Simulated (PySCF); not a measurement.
# Quadrupolar nuclei of `C=C1[C@@H](Cl)[C@@H]1C#N` in NMR

C5H4ClN.
Cartesian coordinates in Å at the GFN2-xTB level; atoms count from 1:
```
atom  x, y, z in Å
C1    -1.151    1.475   -0.122
C2    -0.485    0.350   -0.120
C3    -0.392   -1.059    0.231
Cl4   -1.388   -2.242   -0.618
C5     0.735   -0.375   -0.546
C6     1.969   -0.139    0.118
N7     2.959    0.055    0.658
H8    -2.128    1.546    0.327
H9    -0.748    2.368   -0.569
H10   -0.207   -1.361    1.255
H11    0.841   -0.616   -1.599
```

Computed at PBE0/pcSseg-1 (PySCF, non-relativistic):

| atom | environment | nucleus | spin I | Q (b) | CQ = χzz (MHz) | η |
| --- | --- | --- | --- | --- | --- | --- |
| Cl4 | alkyl chlorine | 35Cl | 3/2 | -0.0817 | -80.465 | 0.025 |
| N7 | nitrile nitrogen | 14N | 1 | 0.02044 | -4.636 | 0.136 |

Question: Recover the principal values of the field gradient from CQ = 234.96 MHz × Q × Vzz, η = (Vxx − Vyy)/Vzz and a zero trace.

Answer: The tensor is traceless, so η fixes the two smaller values:

| atom | Vxx (au) | Vyy (au) | Vzz (au) | Vzz (10²¹ V/m²) |
| --- | --- | --- | --- | --- |
| Cl4 | -2.044 | -2.148 | 4.192 | 40.73 |
| N7 | 0.417 | 0.548 | -0.965 | -9.38 |

Question: PQ = |CQ|√(1 + η²/3), νQ = 3|CQ|/[2I(2I − 1)], ν0 = |g|·7.62259 MHz/T·B with g(35Cl) = 0.54792, g(14N) = 0.40376: values at 9.4 T?

Answer: 
```json
{"atom": "Cl4", "PQ (MHz)": "80.47", "νQ (MHz)": "40.23", "ν0 (MHz)": "39.26", "νQ/ν0": "1.025"}
{"atom": "N7", "PQ (MHz)": "4.650", "νQ (MHz)": "6.954", "ν0 (MHz)": "28.93", "νQ/ν0": "0.240"}
```

For Cl4: PQ = 80.47 × 1.0001, νQ = 80.47 × 0.5000, ν0 = 4.1765 MHz/T × 9.4 T.

For Cl4 νQ isn't small against ν0, so the high-field expansions of solid-state NMR fail there at this field.

Question: Take a correlation time of 4 ps, isotropic tumbling and extreme narrowing. What quadrupolar relaxation rates and linewidths follow?

Answer: 1/T1 = 1/T2 = (3π²/10)(2I + 3)/[I²(2I − 1)] × PQ² × τc; the width is 1/(πT2).

```json
{"site": "35Cl at Cl4", "spin factor (2I + 3)/[I²(2I − 1)]": "1.333", "1/T1 (s⁻¹)": "102000", "T1 (ms)": "0.00978", "linewidth (Hz)": "32600"}
{"site": "14N at N7", "spin factor (2I + 3)/[I²(2I − 1)]": "5.000", "1/T1 (s⁻¹)": "1280", "T1 (ms)": "0.781", "linewidth (Hz)": "408"}
```

Geometry: GFN2-xTB; no solvent, vibrations or thermal averaging. GFN2-xTB bond lengths can be off by several hundredths of an ångström, more for odd bonds, and the gradients follow them. These gradients aren't converged with respect to the basis.

These values come from a run that also computed NMR shieldings. Time: 13 s of wall time; peak memory 0.70 GiB. Hardware: Arm Neoverse V1, one thread, no GPU, shared host with 32 logical CPUs at a one-minute load of 12.
